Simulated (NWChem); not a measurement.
# CH$_{5}$FSSi; SMILES [SiH2](SC)F

```xyz
9

Si     0.3897     0.9656    -0.3720
F     -0.6615     1.8622     0.4696
S      0.5641    -1.0285     0.3448
C     -1.0279    -1.7595    -0.2444
H     -0.0976     0.9497    -1.7741
H      1.7391     1.5591    -0.2289
H     -0.9535    -2.8372    -0.0864
H     -1.8711    -1.3713     0.3301
H     -1.1776    -1.5651    -1.3092
```
Atoms are numbered in this order, from 1.

Program: NWChem. Coordinates come from a B3LYP/6-31G* (spherical d) optimisation. Total energies compare along this basis series because the functional is fixed.

```json
[
 {"level": "Hartree-Fock/pcseg-1", "basis functions": "89", "energy (Ha)": "-826.6691", "highest occupied level (eV)": "-10.24", "orbital gap (eV)": "13.50", "dipole (D)": "2.00"},
 {"level": "Hartree-Fock/aug-pcseg-1", "basis functions": "145", "energy (Ha)": "-826.6826", "highest occupied level (eV)": "-10.17", "orbital gap (eV)": "10.99", "dipole (D)": "1.86"},
 {"level": "Hartree-Fock/pcseg-2", "basis functions": "198", "energy (Ha)": "-826.8478", "highest occupied level (eV)": "-10.18", "orbital gap (eV)": "12.70", "dipole (D)": "1.91"},
 {"level": "Hartree-Fock/STO-3G", "basis functions": "33", "energy (Ha)": "-817.1709", "highest occupied level (eV)": "-7.00", "orbital gap (eV)": "17.88", "dipole (D)": "1.04"},
 {"level": "Hartree-Fock/def2-SVP", "basis functions": "89", "energy (Ha)": "-826.4341", "highest occupied level (eV)": "-10.17", "orbital gap (eV)": "14.14", "dipole (D)": "1.90"}
]
```
